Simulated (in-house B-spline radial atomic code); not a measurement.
Settings and results of a run for Cd+ (an excited or competing configuration). Method: scalar-relativistic (X2C) TPSSh, spin-polarised, spherical fractional occupations, exact exchange averaged over the configuration, Fermi nucleus of rms radius 4.6087 fm. Calculated with a B-spline radial code for spherical atoms.

Command:
```bash
python run_scf.py task.json out
```
Settings (nuclear radius in fm, mass in u):
```
Z                48
configuration    [Ar] 3d9 4s2 4p6 4d10 5s1 5f1
hamiltonian      x2c
method           tpssh
spin_polarised   True
nucleus          fermi
rms_radius       4.6087
atomic_mass      113.90336
speed_of_light   137.035999084
exact_exchange   averaged over the configuration
```

Output (hartree, bohr):
```
 radial grid: 90 intervals, B-splines of order 8, outer radius 102 bohr

 iter        energy (Eh)    residual
    1       -5578.097657    7.66e-02
    2       -5578.101945    1.43e-03
    3       -5578.101986    4.85e-04
    4       -5578.101993    2.09e-04
    5       -5578.102005    1.04e-04
    6       -5578.102010    4.09e-05
    7       -5578.102012    2.35e-05
    8       -5578.102013    1.35e-05
    9       -5578.102013    5.18e-06
   10       -5578.102013    1.71e-06
   11       -5578.102013    3.00e-07

 total energy                     -5578.10201
 kinetic                            5850.7631
 electron-nucleus                 -13477.2562
 Hartree                            2202.0407
 exact exchange                      -14.9901
 exchange-correlation               -138.6595

 orbital      occ     eigenvalue          <r>       <r^2>       <1/r>       r_max
 1s up      1.000      -977.3874    0.0298284  0.00121373     52.7822     0.01901
 1s down    1.000      -977.3853    0.0298284  0.00121373     52.7821     0.01901
 2s up      1.000      -147.2820     0.131067   0.0203165     11.9385       0.111
 2s down    1.000      -147.2070     0.131026   0.0203034     11.9431       0.111
 2p up      3.000      -132.3434     0.114577   0.0160437     11.1606     0.08869
 2p down    3.000      -132.2812     0.114531   0.0160298     11.1643     0.08867
 3s up      1.000       -28.9451     0.355027    0.144221     4.19073      0.3222
 3s down    1.000       -28.8355     0.355307     0.14445     4.18563      0.3224
 3p up      3.000       -24.0144     0.353304    0.144911     3.92721      0.3152
 3p down    3.000       -23.8984     0.353676    0.145219      3.9218      0.3154
 3d up      5.000       -16.3570     0.329859    0.129096     3.68473      0.2636
 3d down    4.000       -16.2402     0.330702    0.129884     3.67821      0.2639
 4s up      1.000        -4.9678     0.863125    0.843265     1.61903      0.7836
 4s down    1.000        -4.9494     0.864259    0.845182     1.61575      0.7849
 4p up      3.000        -3.4752     0.935317     1.00054     1.45626      0.8283
 4p down    3.000        -3.4589     0.935566     1.00026     1.45476      0.8298
 4d up      5.000        -1.3043      1.17057     1.63079     1.14097      0.9349
 4d down    5.000        -1.2844      1.16447     1.61075     1.14679      0.9366
 5s up      1.000        -0.7914      2.37897     6.37619     0.54064       2.083
 5f up      1.000        -0.0693       14.538     242.936   0.0922946        16.2
```

Run time, properties included: 2 s on 1 thread of Arm Neoverse N1, on a shared host.

One-electron X2C: radii and densities carry no picture-change correction, so inner-shell <1/r> comes out high (for 1s by about 2 % at Z = 33, 5 % at 54, 10 % at 75, 30 % at 118) and <r> low.
